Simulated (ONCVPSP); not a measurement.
**Plane-wave convergence, ONCV potential for aluminium**

ONCVPSP 4.0.1 input, shortened (lines: element, Z, core and valence counts, functional; n l f; lmax; l rc ep ncon nbas qcut; lloc lpopt rc5 dvloc0; l nproj debl; icmod fcfact rcfact), PBE, scalar-relativistic:

```
  Al 13.00    3    2        4      upf
    1    0    2.00
    2    0    2.00
    2    1    6.00
    3    0    1.50
    3    1    1.50
    2
    0    1.85    0.00    4    7    4.20
    1    2.80    0.00    4    7    3.50
    2    3.00    0.03    3    6    2.90
    4    2    1.75    4.00
    0    2    1.90
    1    3    3.70
    2    2    3.90
    3    2.00    1.10
```

**Question.** For each optimised wave give the share of its norm inside rc, the residual kinetic energy above qcut (Ha) and the cutoffs (Ha) for errors of 10, 1, 0.1 and 0.01 mHa per electron.

**Answer.**

| wave | norm inside rc | residual KE | 10 mHa | 1 mHa | 0.1 mHa | 0.01 mHa |
| --- | --- | --- | --- | --- | --- | --- |
| 3s | 0.265 | 2.2e-05 | 3.7 | 6.0 | 7.7 | 10.1 |
| s projector 2 | 0.122 | 8.8e-04 | 5.5 | 8.3 | 45.1 | 53.2 |
| 3p | 0.409 | 4.8e-06 | 1.3 | 2.1 | 2.8 | 5.4 |
| p projector 2 | 0.152 | 7.5e-03 | 6.0 | 12.0 | 24.8 | 28.6 |
| p projector 3 | 0.160 | 1.4e+00 | 12.4 | 17.4 | 33.6 | 39.0 |
| d projector 1 | 0.028 | 2.6e-05 | 0.6 | 1.9 | 3.4 | 6.6 |
| d projector 2 | 0.201 | 9.6e-02 | 20.0 | 38.1 | 82.6 | not reached |

The occupied waves need 6.0 Ha and 7.7 Ha for 1 and 0.1 mHa. The cutoffs count occupied waves only; projector 2 of the d channel, the hardest unoccupied one, needs 38 Ha at the loose tolerance.
